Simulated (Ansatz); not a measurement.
`CO[SiH2][SiH2]O` → `OC(O)[SiH2][SiH3]`  (isomerisation)

Computed with Ansatz on PBE0-D4/def2-TZVP structures; ΔE is electronic, products minus reactants. CBS: MP2 limit from def2 TZ/QZ plus the TZ coupled-cluster correction, frozen cores. DFT in def2-TZVPP. Each species was taken in one conformer, which may not be the lowest.

**Question.** Is it downhill or uphill in electronic energy at CCSD(T)/CBS, and by how much? (Best estimate.)

**Answer.** The calculation gave: Uphill: ΔE = +2.41 eV.

**Question.** What do these levels give: PBE-D4, ωB97M-V, PBE0, CCSD(T)/def2-TZVPP, MP2/def2-QZVPP, SCS-MP2/def2-QZVPP? (Best estimate.)

**Answer.** Computed: PBE-D4 2.12, ωB97M-V 2.35, PBE0 2.23, CCSD(T)/def2-TZVPP 2.36, MP2/def2-QZVPP 2.52, SCS-MP2/def2-QZVPP 2.53 eV.

Largest T1 diagnostic among the species: 0.013.

From PBE to PBE0 (25 % exact exchange), in def2-TZVPP and without D4, ΔE moves by +0.10 eV. In def2-TZVPP, CCSD(T) changes the Hartree–Fock value by −0.26 eV (the triples alone add −0.05 eV) and MP2 by −0.14 eV.
